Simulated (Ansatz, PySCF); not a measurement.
Pair of molecules: NH3 (SMILES N) (first 4 atoms) with H2Se (SMILES [SeH2]); geometry from B3LYP-D3(BJ)/def2-TZVP, rigid monomers moved along the line of their centres of mass till N1···H7 is 3.87 Å.
(charge 0, multiplicity 1):
```csv
atom,x (Å),y (Å),z (Å)
N,-0.0681,-0.1982,0.0157
H,-0.9794,-0.3057,-0.4151
H,0.3835,0.6005,-0.4148
H,0.4788,-1.0217,-0.2082
Se,-0.5199,0.4058,5.3187
H,0.8079,1.0255,5.4399
H,-0.3694,0.2531,3.8473
```

Counterpoise-corrected where a basis set is named; no monomer relaxation. Rows marked so take none.

Frozen-core correlation. Filled d and f shells under p-block atoms count as core. CBS(a, b) extrapolates the correlation energy as X⁻³ and adds the Hartree–Fock energy of set b. Rows in 3-21G carry no dispersion term and start afresh at each structure; the Pople sets are all-electron and without relativity.

Codes used: Ansatz (a program for electronic structure); PySCF for 3-21G rows, the dispersion terms. Each number belongs to the level named beside it.

| level | interaction energy (kcal/mol) |
|---|---|
| B3LYP/3-21G (no counterpoise) | -0.83 |
| B3LYP-D3(BJ)/def2-TZVPPD | -0.75 |
| PBE0-D3(BJ)/def2-TZVPPD | ? |
| wB97X-V/def2-TZVPPD | -0.85 |
| wB97M-V/def2-TZVPPD | -0.82 |
| MP2/aug-cc-pVDZ | -0.85 |
| CCSD/aug-cc-pVDZ | -0.79 |
| CCSD(T)/aug-cc-pVTZ | -0.82 |
| CCSD(T)/CBS(aug-cc-pVDZ, aug-cc-pVTZ) | -0.84 |

Q: Complete the blanks.

A: 
- PBE0-D3(BJ)/def2-TZVPPD, interaction energy (kcal/mol): -0.90
